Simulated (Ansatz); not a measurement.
Program: Ansatz. Geometries: PBE0-D4/def2-TZVP. ΔE: electronic, gas phase. CCSD(T)/CBS adds triple-zeta CCSD(T) − MP2 to the extrapolated MP2 energy (def2 sets, frozen cores). This one scheme is used for every species. DFT in def2-TZVPP. B3LYP here is the variant with VWN-RPA as its local correlation; programs differ in this. HSE06 is defined as in plane-wave codes. Each species was taken in one conformer, which may not be the lowest.

`O[Si@H]1S[C@H]1F` + H₂ → `O[SiH]1CS1` + H–F  (hydrogenolysis of a C–F bond)

`O[Si@H]1S[C@H]1F`:

```xyz
8

O    -1.567   -1.069    0.223
Si   -0.027   -0.630    0.517
S     1.408   -0.549   -0.992
C     0.631    0.941   -0.194
F    -0.189    1.655   -1.032
H    -1.940   -0.817   -0.625
H     0.318   -1.137    1.853
H     1.366    1.606    0.250
```

H₂:

Z-matrix (Å, degrees):
```
H
H 1 0.746
```

`O[SiH]1CS1`:

Cartesian coordinates in Å:
```
O -1.849 -0.382 -0.411
Si -0.504 -0.212 0.497
C 1.162 0.029 -0.220
S 0.515 1.594 0.614
H -1.963 0.225 -1.146
H -0.699 -1.046 1.692
H 2.051 -0.364 0.265
H 1.286 0.155 -1.292
```

H–F:

Z-matrix (Å, degrees):
```
F
H 1 0.920
```

```tsv
level	ΔE (kJ/mol)	difference from CCSD(T)/CBS
LDA (SPW92)	-95.1	23.9
PBE-D4	-96.9	22.1
revPBE-D4	-95.4	23.6
BLYP-D4	-91.5	27.5
r2SCAN-D4	-99.6	19.4
B97M-V	-104.5	14.5
PBE0-D4	-109.8	9.2
B3LYP-D4	-102.5	16.5
r2SCAN0-D4	-110.8	8.2
HSE06-D4	-109.8	9.2
BHLYP-D4	-112.9	6.1
CAM-B3LYP-D4	-104.3	14.7
ωB97X-V	-104.5	14.5
ωB97M-V	-106.9	12.1
B2PLYP	-110.8	8.2
PBE-QIDH	-120.2	-1.2
PBE	-98.4	20.6
revPBE	-99.7	19.3
BLYP	-94.8	24.2
r2SCAN	-99.9	19.1
PBE0	-111.1	7.9
B3LYP	-104.9	14.1
r2SCAN0	-111.2	7.8
BHLYP	-114.8	4.2
CAM-B3LYP	-105.6	13.4
LC-ωPBE	-112.7	6.3
RPA@PBE/def2-TZVPP	-109.5	9.5
HF/def2-SVP	-120.0	-1.0
MP2/def2-SVP	-110.0	9.0
CCSD/def2-SVP	-109.2	9.8
CCSD(T)/def2-SVP	-104.5	14.5
HF/def2-TZVPP	-123.8	-4.8
MP2/def2-TZVPP	-123.7	-4.7
SCS-MP2/def2-TZVPP	-119.6	-0.6
CCSD(T)/def2-TZVPP	-117.3	1.7
HF/def2-QZVPP	-123.9	-4.9
MP2/def2-QZVPP	-124.7	-5.7
SCS-MP2/def2-QZVPP	-120.9	-1.9
MP2/CBS(def2)	-125.3	-6.3
CCSD/CBS(def2)	-123.3	-4.3
CCSD(T)/CBS	-119.0	0
```

Largest T1 diagnostic among the species: 0.013.

Leaving LDA and LC-ωPBE aside and taking each functional with its dispersion term where it has one, the values spread over 28.7 kJ/mol, from PBE-QIDH to BLYP-D4. LDA lies +3.3 kJ/mol from PBE without D4. From r2SCAN to r2SCAN0 (25 % exact exchange), in def2-TZVPP and without D4, ΔE moves by −11.3 kJ/mol. At CCSD(T), def2-SVP lies +14.5 kJ/mol from the extrapolated value and def2-TZVPP +1.7 kJ/mol.
